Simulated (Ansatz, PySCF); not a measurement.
This Ansatz (an electronic-structure program) input computes a BLYP/def2-TZVPD energy:

Ansatz 0.2 input:
```yaml
crystal:
  periodic: [false, false, false]
  atoms:
    - {symbol: Si, position_ang: [-0.50392268, -0.24438052, -0.41745619]}
    - {symbol: O, position_ang: [0.79281071, 0.27433534, 0.64173807]}
    - {symbol: H, position_ang: [0.71243174, 1.22664445, 0.71048216]}
basis:
  gaussian:
    orbitals: def2-TZVPD
hamiltonian:
  xc: {name: BLYP}
total_charge: -1
output: {forces: true}
```

Question: Write an input for the same energy in PySCF and say what it gives.

Answer: 
```python
from pyscf import gto, scf, dft

mol = gto.M(
    atom='''
    Si   -0.50392268   -0.24438052   -0.41745619
    O     0.79281071    0.27433534    0.64173807
    H     0.71243174    1.22664445    0.71048216
    ''',
    basis='def2-tzvpd',
    charge=-1,
    spin=0,
    verbose=4,
)

mf = dft.RKS(mol, xc='blyp').density_fit(auxbasis='def2-universal-jkfit')
mf.grids.level = 3
mf.conv_tol = 1e-9
mf.max_cycle = 100
mf.max_memory = 1500
mf.kernel()
if not mf.converged:
    mf = mf.newton()
    mf.kernel(mf.make_rdm1())
mf.analyze()
```
It gives -365.28561 Eh, and Ansatz -365.31084 Eh, a difference of 25.23 mEh. That is more than fitting and grids explain: the two runs ended on different electronic states or use different definitions.
